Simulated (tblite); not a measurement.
Compound: C8H7S (doublet state).
Structure used (GFN2-xTB), in Å, numbered top down from 1:
```
atom  x, y, z in Å
C1    -2.9107   -0.7063    0.6337
C2    -1.7340   -0.2216    1.0101
C3    -0.5275   -0.1329    0.1977
C4    -0.4402   -0.6901   -1.0913
C5     0.7317   -0.5455   -1.7607
C6     1.8490    0.0875   -1.3104
C7     1.7653    0.6345   -0.0265
S8     3.1360    1.4850    0.7063
C9     0.5936    0.5196    0.7057
H10   -3.7472   -0.7287    1.3105
H11   -3.0953   -1.0954   -0.3530
H12   -1.6198    0.1625    2.0165
H13   -1.2780   -1.2159   -1.5189
H14    2.7522    0.1684   -1.8961
H15    3.9608    1.3333   -0.3289
H16    0.5563    0.9544    1.6940
```

The geometry is computed with GFN2-xTB (gas phase). This method treats the open shell by occupation alone, without spin polarisation.

Take the most abundant isotopes and a rigid rotor. The values belong to one conformer with, in the numbering `[CH2:1]=[CH:2][c:3]1[cH:4][c:5][cH:6][c:7]([SH:8])[cH:9]1`, C1–C2–C3–C4 -6°, C6–C7–S8–H 0°.

Q: What are A, B and C (MHz)?

A: Ia = 149.85, Ib = 607.81, Ic = 757.37 u·Å²; 505379 MHz·u·Å²/I gives A = 3372, B = 831.5, C = 667.3 MHz.

Q: What kind of rotor is it?

A: An asymmetric top; Ray's κ = -0.879.

Q: What does the inertial defect say?

A: Not planar: Δ = Ic − Ia − Ib = -0.29 u·Å². For a rigid frame Δ = −2 Σ m c², so Σ m c² = 0.15 u·Å² lies off the ab plane: 0.06 from hydrogen and 0.09 from heavier atoms. The atom farthest from that plane is 0.18 Å away.

Q: Give the other two planar moments, Paa and Pbb, and the rms extents of the mass along the axes.

A: Paa = Σ m a² = (Ib + Ic − Ia)/2 = 607.66 and Pbb = Σ m b² = (Ia + Ic − Ib)/2 = 149.71 u·Å². With the mass M = 135.03 u, the rms extents √(P/M) along a, b and c are 2.12, 1.05, 0.03 Å.

For this open shell read J as N, the rotation without spin; fine and hyperfine splittings come on top. Its GFN2-xTB frequencies are all real (lowest 18 cm⁻¹). No vibrational averaging or centrifugal distortion is included, and the geometry carries the error of its method.
